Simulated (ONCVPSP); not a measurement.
**germanium ONCV: all-electron and pseudo phase curves**

ONCVPSP 4.0.1 input, shortened (lines: element, Z, core and valence counts, functional; n l f; lmax; l rc ep ncon nbas qcut; lloc lpopt rc5 dvloc0; l nproj debl; icmod fcfact rcfact), LDA (Perdew-Zunger), fully relativistic:

```
  Ge 32.00    6    2        3      upf
    1    0    2.00
    2    0    2.00
    2    1    6.00
    3    0    2.00
    3    1    6.00
    3    2   10.00
    4    0    1.50
    4    1    2.50
    2
    0    1.85    0.00    4    9    3.20
    1    1.85    0.00    3    7    5.30
    2    2.20    0.35    3    7    4.20
    1    5    1.85    0.00
    0    2    2.10
    1    0    1.30
    2    3    2.00
    3    5.75    1.40
```

Open shells are filled in proportion to 2j + 1.

The phase is arctan(r·R′/R) of the radial function R(r), unwrapped; energies in Ha, scanned from -2 to 5 Ha. A pole is an energy at which the radial function vanishes at the test radius. The pseudo phase is shifted by a multiple of π to meet the all-electron one at the reference energy, and phase errors are pseudo minus all-electron; the curves can meet again beyond the range given. Levels narrower than the energy grid can be missing from the lists of poles.

```csv
channel,radius (bohr),reference energy (Ha),"poles, all-electron","poles, pseudo",unbroken range about the reference energy with phases within 0.05 rad,phase error 1 Ha above the reference energy (rad)
s,1.87,-0.46,1.41,"1.41, 4.88",below 3.3,-0.000
p3/2,1.87,-0.16,2.25,2.04,below 2.8,-0.013
p1/2,1.87,-0.17,2.18,2.04,below 3.0,+0.002
d5/2,2.23,0.35,"-1.08, 2.29",2.29,above -0.8,-0.001
d3/2,2.23,0.35,"-1.10, 2.28",2.28,above -0.8,-0.001
```

Note: ghosts flagged at negative energy: d5/2 at -5065.8 eV, d3/2 at -7232.5 eV; GHOST(+) flags only above 600 eV. A true bound ghost makes a file unfit for plane-wave use.

Phases in the s channel:

```tsv
E (Ha)	all-electron	pseudo
-1.98	0.994	0.991
-1.80	0.915	0.911
-1.62	0.807	0.803
-1.44	0.655	0.652
-1.26	0.439	0.436
-1.08	0.141	0.139
-0.90	-0.216	-0.217
-0.72	-0.558	-0.558
-0.54	-0.826	-0.826
-0.36	-1.016	-1.016
-0.18	-1.150	-1.150
0.00	-1.248	-1.248
0.18	-1.321	-1.322
0.36	-1.379	-1.379
0.54	-1.425	-1.425
0.72	-1.463	-1.464
0.90	-1.496	-1.496
1.08	-1.525	-1.525
1.26	-1.551	-1.551
1.44	-1.575	-1.575
1.62	-1.597	-1.597
1.80	-1.619	-1.619
1.98	-1.640	-1.641
2.16	-1.662	-1.662
2.34	-1.684	-1.685
2.52	-1.708	-1.710
2.70	-1.734	-1.739
2.88	-1.762	-1.772
3.06	-1.795	-1.813
3.24	-1.834	-1.868
3.42	-1.882	-1.949
3.60	-1.942	-2.085
3.78	-2.022	-2.370
3.96	-2.134	-3.078
4.14	-2.297	-3.962
4.32	-2.544	-4.356
4.50	-2.905	-4.532
4.68	-3.336	-4.635
4.86	-3.709	-4.706
```
